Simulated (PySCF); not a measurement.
## Electronic structure of Xe (xenon, neutral) at the M06-2X level

Configuration: [Xe], closed-shell 1S. All numbers are calculated (PySCF 2.14, scalar relativity through the core potential, in def2-TZVP with the def2 core potential (28 electrons)).

- Total energy: -329.2942 hartree
- One-electron energy: -571.8639 hartree
- Hartree (Coulomb) energy: 266.2095 hartree
- Exchange-correlation energy: -23.6398 hartree
- ⟨S²⟩: 0.0000
- ⟨L²⟩: 0.000
- Sum of ⟨r⟩: 32.51 bohr
- Sum of ⟨r²⟩: 58.55 bohr²
- Time after the integrals: 0.89 s of wall time on 1 thread of Neoverse-V2 (shared host)

| shell | electrons | mean orbital energy (eV) | rms radius, mean of both spins (bohr) |
| --- | --- | --- | --- |
| 4s | 2 | -210.49 | 0.769 |
| 4p | 6 | -152.71 | 0.823 |
| 4d | 10 | -66.047 | 0.938 |
| 5s | 2 | -24.146 | 1.99 |
| 5p | 6 | -10.744 | 2.47 |

Energies and moments cover only the electrons outside the core potential.
